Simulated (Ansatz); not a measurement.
Species: chloro(chlorosilyl)silane, Si2H4Cl2 (charge 0, singlet). SMILES: Cl[SiH2][SiH2]Cl
Structure (B3LYP-D3(BJ)/def2-TZVP (Ansatz, a quantum-chemistry and plane-wave program) minimum search):
```
Si
H 1 1.4783
H 1 1.4783 2 109.70
Cl 1 2.0766 2 108.35 3 -118.08
Si 1 2.3407 2 111.39 3 123.79
H 5 1.4783 1 111.39 2 57.59
H 5 1.4783 6 109.70 1 -123.79
Cl 5 2.0766 6 108.35 7 -118.08
```

Quantity: enthalpy of formation at 298 K, in kcal/mol. Terms: dispersion terms only where a functional's name holds one; open shells spin-unrestricted; 6-311+G** with 5d, 6d on Na to Ar in Ansatz; valence correlation only; 6-31G* and kin with 6d, 5d where marked; no spin-orbit coupling; LANL2DZ with its own core potentials from Na on; non-relativistic. Basis-set limits of correlation are two-point, X^-3; Hartree-Fock from the larger set. Ab initio and DFT rows: single points at B3LYP-D3(BJ) geometries (Ansatz), with unscaled harmonic terms from B3LYP/6-31G* (Ansatz) at its own minima, enthalpies of formation by atomisation with measured atoms.

Coupled cluster (Ansatz) is a level with limits of its own, used here on species with T1 under 0.025 (0.045 for open shells) and stable references: CCSD(T)/CBS(aug-cc-pV(T+d)Z,aug-cc-pV(Q+d)Z).

Value to compare with, CCSD(T)/CBS(aug-cc-pV(T+d)Z,aug-cc-pV(Q+d)Z) (Ansatz): -69.8 kcal/mol.

```
level             program  enthalpy of formation at 298 K (kcal/mol)  difference
----------------  -------  -----------------------------------------  ----------
B3LYP/STO-3G       Ansatz                                     -235.0      -165.2
B3LYP/3-21G        Ansatz                                        8.6        78.4
B3LYP/LANL2DZ      Ansatz                                        2.4        72.2
B3LYP/6-31G        Ansatz                                       21.8        91.6
B3LYP/6-31G*       Ansatz                                      -41.3        28.5
B3LYP/6-31+G*      Ansatz                                      -40.2        29.6
B3LYP/6-31G**      Ansatz                                      -44.0        25.8
B3LYP/def2-SVP     Ansatz                                      -45.4        24.4
B3LYP/cc-pVDZ      Ansatz                                      -34.1        35.7
B3LYP/6-311+G**    Ansatz                                      -39.2        30.6
B3LYP/def2-TZVPD   Ansatz                                      -52.3        17.5
```

Among the 10 habitual levels, B3LYP/STO-3G lies farthest from CCSD(T)/CBS(aug-cc-pV(T+d)Z,aug-cc-pV(Q+d)Z) (Ansatz) (-165.2 kcal/mol) and B3LYP/def2-SVP nearest (24.4); 9 of 10 lie above it, and their mean absolute difference is 58.2 kcal/mol, the median 33.2. One case shows no general order.

The sets are all those run for this method; left out are runs that failed, that the program found above a lower state of the same kind, or whose <S^2> lies over 0.5 above the pure value.
